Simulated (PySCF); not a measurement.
## Stretching Sb2

Set-up: PySCF, scalar-relativistic core potentials, basis sets Sb cc-pVTZ-PP with ECP28. Energies in eV from Sb + Sb in their ground configurations at the same level. All curves are PBE0. state 1: ¹Σg⁺ (singlet), closed shell; state 2: triplet, unpaired electrons π ↑↑, a mixture of terms (⟨Lz²⟩ = 2.0), a second solution, started from another occupation; state 3: quintet, unpaired electrons π ↑↑↑↑, a second solution, started from another occupation; state 4: triplet, unpaired electrons π ↑↑, a mixture of terms (⟨Lz²⟩ = 2.0), a second solution, started from another occupation.

```json
{"R (Å)": "2.128", "state 1": "-0.885", "state 2": "1.902", "state 3": "4.546", "state 4": "2.4209"}
{"R (Å)": "2.227", "state 1": "-1.902", "state 2": "0.478", "state 3": "2.700", "state 4": "0.9955"}
{"R (Å)": "2.326", "state 1": "-2.453", "state 2": "-0.449", "state 3": "1.382", "state 4": "0.0661"}
{"R (Å)": "2.400", "state 1": "-2.645", "state 2": "-0.902", "state 3": "0.658", "state 4": "-0.3880"}
{"R (Å)": "2.474", "state 1": "-2.695", "state 2": "-1.196", "state 3": "0.109", "state 4": "-0.6834"}
{"R (Å)": "2.548", "state 1": "-2.637", "state 2": "-1.366", "state 3": "-0.297", "state 4": "-0.8542"}
{"R (Å)": "2.647", "state 1": "-2.437", "state 2": "-1.445", "state 3": "-0.666", "state 4": "-0.9348"}
{"R (Å)": "2.771", "state 1": "-2.057", "state 2": "-1.376", "state 3": "-0.920", "state 4": "-0.8668"}
{"R (Å)": "2.919", "state 1": "-1.495", "state 2": "-1.135", "state 3": "-1.014", "state 4": "-0.6276"}
{"R (Å)": "3.117", "state 1": "-0.680", "state 2": "-0.674", "state 3": "-0.923", "state 4": "-0.1681"}
```

Question: Put a parabola through the three lowest points of the state 1 curve and estimate Re, k and ωe (reduced mass 60.45 u; 1 eV/Å² = 0.16022 mdyn/Å; ωe = 1302.8·√(k/μ) cm⁻¹).

Answer: Through R = 2.4, 2.474, 2.548 Å the second-order coefficient is 9.86 eV/Å², so Re ≈ 2.471 Å, k ≈ 3.16 mdyn/Å and ωe ≈ 298 cm⁻¹. A polynomial fit of higher order to the unrounded PBE0 energies gives Re = 2.468 Å, k = 3.19 mdyn/Å, ωe = 299 cm⁻¹; anharmonicity and rounding make the difference.

The higher-order fit for each curve: state 1: Re = 2.468 Å, ωe = 299 cm⁻¹, De = 2.69 eV; state 2: Re = 2.656 Å, ωe = 233 cm⁻¹, minimum 1.45 eV below the ground-state fragments; state 3: Re = 2.929 Å, ωe = 169 cm⁻¹, minimum 1.01 eV below the ground-state fragments; state 4: Re = 2.657 Å, ωe = 233 cm⁻¹, minimum 0.94 eV below the ground-state fragments.

Closed-shell solutions of metal pairs were not tested for spin polarisation, which can lower them a little. These are scalar-relativistic numbers at best; spin–orbit coupling would shift them, the dissociation energy most.
